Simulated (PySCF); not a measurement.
A GIAO shielding run with PySCF (density fitting, non-relativistic, gas phase) on `C[Si@H](S)SC1(C)CC1`, C5H12S2Si:

```
$ OMP_NUM_THREADS=1 python probes_run.py task.json out

{"job": {"kind": "nmr", "xc": "PBE0", "basis": "pcSseg-1"}, "charge": 0, "multiplicity": 1}
C      1.771668    -1.597410    -0.121082
Si     1.929452     0.229202    -0.593228
S      3.823470     0.973606     0.106644
S      0.436305     1.473146     0.326579
C     -1.083131     0.548426    -0.016930
C     -1.442288     0.485998    -1.477259
C     -1.406712    -0.594502     0.895738
C     -2.160748     0.697107     1.012970
H      2.596725    -2.165737    -0.539374
H      0.846133    -2.026001    -0.493414
H      1.794760    -1.733221     0.957655
H      1.890542     0.426877    -2.040059
H      3.366590     2.110719     0.603141
H     -1.469465     1.489194    -1.899422
H     -2.422246     0.029678    -1.602923
H     -0.711963    -0.101313    -2.033119
H     -0.707886    -0.841425     1.680310
H     -1.910942    -1.451152     0.471904
H     -1.960512     1.322400     1.869113
H     -3.184900     0.735084     0.672750
```

Hardware: 1 thread of an Arm Neoverse N1, shared host. The job also computes population analyses, field gradients, ring-centre shieldings.

**Question.** How large is the calculation?

**Answer.** 88 electrons, 217 basis functions and 1194 auxiliary functions.

**Question.** How long does it take, and how much memory does it need?

**Answer.** 83 s of wall time, with 13 SCF cycles and 5 response iterations; peak memory 0.9 GiB. Times on a shared host scatter by some tens of per cent.
